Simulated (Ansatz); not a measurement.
Calculated with Ansatz (gas phase, PBE0-D4/def2-TZVP geometries, no zero-point term in ΔE). CBS: MP2 limit from def2 TZ/QZ plus the TZ coupled-cluster correction, frozen cores. This one scheme is used for every species. DFT in def2-TZVPP. B3LYP here is the variant with VWN-RPA as its local correlation; programs differ in this. Elements past krypton have def2 core potentials. For I, Zr outer-core shells are correlated without core-valence functions, which leaves a few kJ/mol of doubt a bond. One conformer a species, not always the lowest.

`C[O][Zr]([CH3])([I])[I]` + H₂O → `[CH3][Zr]([OH])([I])[I]` + CH₃OH  (formal hydrolysis of a Zr–O bond)

(1) Is it downhill or uphill in electronic energy at CCSD(T)/CBS, and by how much? (Estimate.)

(2) What do these levels give: LDA (SPW92), revPBE-D4, B3LYP-D4, ωB97X-V, MP2/def2-SVP, SCS-MP2/def2-TZVPP? (Estimate.)

Largest T1 diagnostic among the species: 0.014.

## Answers

(1) The calculation gave: Uphill: ΔE = +21.7 kJ/mol.

(2) Ansatz gave: LDA (SPW92) 17.2, revPBE-D4 19.3, B3LYP-D4 19.1, ωB97X-V 15.3, MP2/def2-SVP 21.6, SCS-MP2/def2-TZVPP 22.8 kJ/mol.

In def2-TZVPP, CCSD(T) changes the Hartree–Fock value by +10.6 kJ/mol (the triples alone add +2.4 kJ/mol) and MP2 by +13.6 kJ/mol. Leaving LDA and LC-ωPBE aside and taking each functional with its dispersion term where it has one, the values, not all of them listed here, spread over 4.8 kJ/mol, from ωB97M-V to BLYP-D4. The D4 term adds +4.3 kJ/mol with B3LYP and +2.8 kJ/mol with PBE0; it sums over pairs of atoms, weighted by their polarisabilities, and B3LYP, whose exchange is more repulsive, gets the larger term.
